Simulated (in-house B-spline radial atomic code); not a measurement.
Configurations of Sb III (Sb2+), with energies counted from [Kr] 4d10 5s2 5p1. All numbers are computed (scalar-relativistic (X2C) LDA VWN5, spin-polarised, spherical fractional occupations; Fermi nucleus of rms radius 4.6802 fm) with a radial B-spline atomic code at the basis-set limit, not measured. Shells without spins written out take the highest spin.

Occupations are held fixed; configurations that lie above the ionisation limit could autoionise.

```tsv
configuration	E - E(ref) (eV)	highest orbital	its <r> (bohr)
[Kr] 4d10 4f1 5s2	16.286	4f up	4.773
[Kr] 4d10 5s(0 up, 1 down) 5p(0 up, 1 down) 6s(0 up, 1 down)	19.758	6s down	4.453
[Kr] 4d10 5s(0 up, 1 down) 5p(0 up, 1 down) 5f(1 up, 0 down)	28.332	5f up	8.476
[Kr] 4d(4 up, 5 down) 5s2 5p(0 up, 2 down)	33.042	5p down	2.362
[Ar] 3d10 4s2 4p5 4d10 5s2 5p1 5d1	114.43	5d up	3.37
[Ar] 3d10 4s2 4p5 4d10 5s2 5p1 6p1	117.7	6p up	5.097
[Ar] 3d9 4s2 4p6 4d10 5s2 5p1 5f1	550.29	5f up	7.548
```

Problem. Order these further configurations by energy, lowest first.
A. [Kr] 4d10 5s2 6p1
B. [Kr] 4d10 5s2 6d1
C. [Ar] 3d(4 up, 5 down) 4s2 4p6 4d10 5s2 5p(0 up, 1 down) 6f(0 up, 1 down)
D. [Kr] 4d10 4f1 5s1 5p1
E. [Kr] 4d9 5s2 5p1 6p1

Solution. A (13.608 eV), B (17.154 eV), D (24.977 eV), E (48.554 eV), C (552.3 eV).

Problem. How far above the reference does [Kr] 4d10 5s2 6s1 lie?

Solution. 10.941 eV; its least bound orbital is 6s up with <r> = 4.552 bohr.

Problem. How far above the reference does [Ar] 3d9 4s2 4p6 4d10 5s2 5p2 lie?

Solution. 529.16 eV; its least bound orbital is 5p up with <r> = 2.341 bohr.
